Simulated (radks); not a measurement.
The thulium anion Tm- inside a hard spherical wall (all orbitals vanish at R), configuration held at [Xe] 4f14 6s2 and not refilled when levels cross. Calculated with a radial shooting solver on a logarithmic mesh with Libxc functionals: scalar-relativistic Kohn-Sham, PBE, spin-polarised, spherical densities, point nucleus. Eigenvalues in eV for spin up, with the zero of energy where the potential of the charges vanishes at infinity; a dash marks a level that is unbound or too diffuse for the functional's potential to be trusted. A positive occupied level is held by the wall or, in an anion where self-interaction has pushed it up, behind a barrier. The pressure on the wall is -dE/dV.

R (bohr)  E (hartree)  kinetic (hartree)    e(5s)    e(5p)   e(6s)  e(6p, empty)  e(7s, empty)   e(4f)  pressure (GPa)
15        -13567.4179          14748.978  -47.187  -21.020   0.103             -             -   3.629          0.0498
5         -13566.9229          14750.262  -36.829  -11.212   9.905        16.110        37.780  14.483            35.0
3.5       -13565.4121          14755.270  -27.744   -2.652  29.939        43.332        99.014  24.880             449
3         -13563.6003          14761.558  -20.665    4.591  49.976        68.308        151.35  33.480            1400
2.5       -13559.1253          14776.671   -7.379   19.276  92.306        118.04        250.59  49.619            5290
2         -13546.1849          14817.663   22.881   54.567  192.89        230.32        463.41  82.754           25800
1.5       -13499.1605          14957.077   117.60   165.28  479.10        536.41        1011.6  161.43          188000
